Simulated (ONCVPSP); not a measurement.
## Logarithmic derivatives: Pt (Z = 78), ONCV

Pt, optimised norm-conserving Vanderbilt (ONCV), made with ONCVPSP 4.0.1 (PBE, scalar-relativistic). Core [Kr] 4d10 4f14, reference 5s2 5p6 5d9 6s1. Waves: 5s+6s: rc 1.40 bohr, ncon 5, nbas 8, qcut 6.9 1/bohr, 2 projectors; 5p: rc 1.60 bohr, ncon 4, nbas 7, qcut 10.4 1/bohr, 1 projector; 5d: rc 1.40 bohr, ncon 3, nbas 6, qcut 7.2 1/bohr, local. Local part: the d channel. Core correction: Teter function, fcfact 4.25, rcfact 1.45.

The phase is arctan(r·R′/R) of the radial function R(r), unwrapped; energies in Ha, scanned from -5 to 5 Ha. A pole is an energy at which the radial function vanishes at the test radius. The pseudo phase is shifted by a multiple of π to meet the all-electron one at the reference energy, and phase errors are pseudo minus all-electron; the curves can meet again beyond the range given. Levels narrower than the energy grid can be missing from the lists of poles.

**Question.** For each channel, where are the poles, and over which energies does the pseudopotential scatter like the atom?

**Answer.**

```csv
channel,radius (bohr),reference energy (Ha),"poles, all-electron","poles, pseudo",unbroken range about the reference energy with phases within 0.05 rad,phase error 1 Ha above the reference energy (rad)
s,1.42,-0.21,-2.82,-2.82,the whole range,-0.000
p,1.62,-2.06,-1.33,-1.31,below 0.9,+0.005
d,1.42,-0.23,2.75,2.64,the whole range,-0.002
```

Phases in the d channel:

| E (Ha) | all-electron | pseudo |
| --- | --- | --- |
| -4.96 | 1.238 | 1.234 |
| -4.72 | 1.223 | 1.220 |
| -4.48 | 1.207 | 1.203 |
| -4.24 | 1.189 | 1.185 |
| -4.00 | 1.167 | 1.163 |
| -3.76 | 1.143 | 1.139 |
| -3.52 | 1.115 | 1.110 |
| -3.28 | 1.081 | 1.076 |
| -3.04 | 1.041 | 1.035 |
| -2.80 | 0.992 | 0.986 |
| -2.56 | 0.930 | 0.924 |
| -2.32 | 0.853 | 0.845 |
| -2.08 | 0.751 | 0.744 |
| -1.84 | 0.618 | 0.609 |
| -1.60 | 0.440 | 0.431 |
| -1.36 | 0.209 | 0.201 |
| -1.12 | -0.068 | -0.074 |
| -0.88 | -0.359 | -0.362 |
| -0.64 | -0.619 | -0.621 |
| -0.40 | -0.828 | -0.828 |
| -0.16 | -0.987 | -0.987 |
| 0.08 | -1.106 | -1.107 |
| 0.32 | -1.198 | -1.199 |
| 0.56 | -1.270 | -1.271 |
| 0.80 | -1.327 | -1.329 |
| 1.04 | -1.374 | -1.377 |
| 1.28 | -1.414 | -1.417 |
| 1.52 | -1.447 | -1.452 |
| 1.76 | -1.477 | -1.482 |
| 2.00 | -1.503 | -1.509 |
| 2.24 | -1.526 | -1.534 |
| 2.48 | -1.548 | -1.556 |
| 2.72 | -1.568 | -1.578 |
| 2.96 | -1.587 | -1.598 |
| 3.20 | -1.605 | -1.618 |
| 3.44 | -1.623 | -1.638 |
| 3.68 | -1.640 | -1.658 |
| 3.92 | -1.657 | -1.679 |
| 4.16 | -1.675 | -1.700 |
| 4.40 | -1.693 | -1.723 |
| 4.64 | -1.712 | -1.748 |
| 4.88 | -1.732 | -1.776 |
